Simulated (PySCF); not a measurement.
**Potential energy of BBr⁺ along the bond**

Set-up: PySCF, no relativity, basis sets B def2-TZVPPD, Br def2-TZVPPD. Energies in eV from B⁺ + Br in their ground configurations at the same level. State: ²Σ⁺ (doublet), unpaired electrons σ ↑.

All columns are PBE0. A positive dipole points towards Br; it is taken about the centre of mass and depends on that origin.

```tsv
R (Å)	E (eV)	μ (D)	Mulliken charge on B (basis-dependent)	HOMO (eV)	LUMO (eV)	Mayer bond order	⟨S²⟩
1.508	-2.348	-1.85	0.53	-16.31	-10.42	1.92	0.76
1.579	-3.148	-2.24	0.63	-16.48	-10.65	1.83	0.76
1.649	-3.586	-2.63	0.69	-16.63	-10.89	1.77	0.76
1.701	-3.739	-2.93	0.72	-16.73	-11.08	1.74	0.76
1.754	-3.778	-3.23	0.73	-16.82	-11.27	1.72	0.76
1.807	-3.729	-3.52	0.73	-16.90	-11.46	1.70	0.76
1.877	-3.563	-3.92	0.72	-16.89	-11.72	1.67	0.76
1.964	-3.250	-4.39	0.72	-16.58	-12.03	1.62	0.76
2.070	-2.794	-4.93	0.71	-16.23	-12.37	1.53	0.76
2.210	-2.163	-5.57	0.71	-15.83	-12.73	1.36	0.77
```

A fit through these points gives, at Re = 1.749 Å, μ = -3.20 D and dμ/dR = -5.67 D/Å; the reduced mass is 9.662 u.

Problem. How strong is the fundamental in the double-harmonic approximation, I = 42.26·(dμ/dR)²/μred km/mol?

Solution. I = 42.26·(-5.67)²/9.662 = 141 km/mol at PBE0.

Spin–orbit coupling is left out. For an ion De counts to the pair picked by the measured ionisation energies or electron affinities, which need not be the lowest pair at this level. The state is the lowest determinant that a PBE0 search found; another state may lie lower at other levels.
